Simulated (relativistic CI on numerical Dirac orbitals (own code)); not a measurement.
Computed by Dirac-Coulomb-Breit CI, separate exchange-only KLI orbitals for each configuration, model QED (radiative potential, 1s self-energy scaled to tabulated hydrogen-like ionisation energies), unscaled Slater integrals (own radial code, finite nucleus).

CI space (outside the closed core 1s2): 2s²2p⁶, 2s²2p⁵3s, 2s²2p⁵3p, 2s²2p⁵3d, 2s2p⁶3s, 2s2p⁶3p, 2s2p⁶3d, 2s²2p⁵4s, 2s²2p⁵4p, 2s²2p⁵4d, 2s²2p⁵4f, 2s2p⁶4s, 2s2p⁶4p, 2s²2p⁴3s², 2s2p⁶4d, 2s2p⁶4f, 2s²2p⁵5s, 2s²2p⁵5p, 2s²2p⁴3s3p, 2s²2p⁵5d, 2s²2p⁵5f, 2s²2p⁵5g, 2s²2p⁴3p², 2s²2p⁴3s3d, 2s²2p⁴3p3d, 2s2p⁵3s², 2s²2p⁴3d², 2s2p⁵3s3p, 2s2p⁶5s, 2s2p⁶5p, 2s2p⁵3p², 2s2p⁵3s3d, 2s2p⁶5d, 2s2p⁶5f, 2s2p⁶5g, 2s2p⁵3p3d. Levels of other configurations are missing.

At this charge energies of transitions that change n are usually good to better than 1 %, and those within a shell (Δn = 0) to a few per cent.

Outline of the computed level scheme of Zr XXXI. Lowest level of each configuration: 2s²2p⁶ ¹S0 at 0.00 eV; 2s²2p⁵3s ³P°2 at 2119.28 eV; 2s²2p⁵3p ³S1 at 2179.37 eV; 2s²2p⁵3d ³P°0 at 2275.79 eV; 2s2p⁶3s ³S1 at 2419.45 eV; 2s2p⁶3p ³P°0 at 2481.01 eV; 2s2p⁶3d ³D1 at 2579.28 eV; 2s²2p⁵4s ³P°2 at 2881.34 eV; 2s²2p⁵4p ³P1 at 2906.29 eV.

Some strong electric-dipole decays among the lowest 45 levels: 2s²2p⁵3d ¹P°1 → 2s²2p⁶ ¹S0 (1.4e+14 s⁻¹); 2s²2p⁵3d ¹P°1 → 2s²2p⁶ ¹S0 (1.4e+14 s⁻¹); 2s2p⁶3p ¹P°1 → 2s²2p⁶ ¹S0 (2.9e+13 s⁻¹); 2s2p⁶3p ³P°1 → 2s²2p⁶ ¹S0 (9.4e+12 s⁻¹); 2s²2p⁵3s ¹P°1 → 2s²2p⁶ ¹S0 (9.0e+12 s⁻¹); 2s²2p⁵3s ³P°1 → 2s²2p⁶ ¹S0 (6.2e+12 s⁻¹); 2s²2p⁵4s ¹P°1 → 2s²2p⁶ ¹S0 (3.0e+12 s⁻¹); 2s²2p⁵4p ³P1 → 2s²2p⁵3s ³P°2 (2.8e+12 s⁻¹).

LS names give the leading component of a level, which can be under half, so a name can repeat, a term be missing and a line seem to break the LS rules.
